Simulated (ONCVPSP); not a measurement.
# u(r) = r·R(r): atom against pseudo-atom (molybdenum (Mo))

Columns: radius, all-electron u(r) and pseudo u(r) of the 4s shell (level -67.11 eV) of molybdenum in the configuration [Ar] 3d10 4s2 4p6 4d4 5s2; LDA (Perdew-Zunger), scalar-relativistic, ONCV scheme, ONCVPSP 4.0.1.

| r (bohr) | all-electron | pseudo |
| --- | --- | --- |
| 0.108 | 0.3836 | 0.1229 |
| 0.215 | -0.2486 | 0.2504 |
| 0.322 | -0.6026 | 0.3848 |
| 0.430 | -0.3629 | 0.5241 |
| 0.538 | 0.1111 | 0.6626 |
| 0.645 | 0.5537 | 0.7913 |
| 0.752 | 0.8687 | 0.8993 |
| 0.860 | 1.0459 | 0.9751 |
| 0.968 | 1.1060 | 1.0112 |
| 1.075 | 1.0840 | 1.0082 |
| 1.182 | 1.0113 | 0.9681 |
| 1.290 | 0.9105 | 0.8937 |
| 1.398 | 0.7992 | 0.7954 |
| 1.505 | 0.6893 | 0.6889 |
| 1.612 | 0.5860 | 0.5859 |
| 1.720 | 0.4918 | 0.4917 |
| 1.828 | 0.4090 | 0.4090 |
| 1.935 | 0.3383 | 0.3383 |
| 2.042 | 0.2782 | 0.2781 |
| 2.150 | 0.2272 | 0.2272 |
| 2.258 | 0.1848 | 0.1848 |
| 2.365 | 0.1501 | 0.1501 |
| 2.472 | 0.1216 | 0.1215 |
| 2.580 | 0.0980 | 0.0980 |
| 2.688 | 0.0789 | 0.0788 |
| 2.795 | 0.0635 | 0.0634 |

(1) How many radial nodes do the two functions have?

(2) At about which radius was the pseudo-wave matched?

(3) Is the pseudo-wave norm-conserving?

## Answers

(1) The all-electron 4s function has n − l − 1 = 3 (the table is too coarse to show those close to the nucleus); the pseudo-wave has 0, since the states of the same l below it are removed with the core.

(2) 1.70 bohr. The columns agree to 0.0005 from 1.50 bohr on; several derivatives are matched, so the curves merge somewhat inside the radius.

(3) Yes: the ONCV scheme keeps the norm inside the radius equal to the all-electron one, which fixes the energy derivative of the logarithmic derivative at the level.
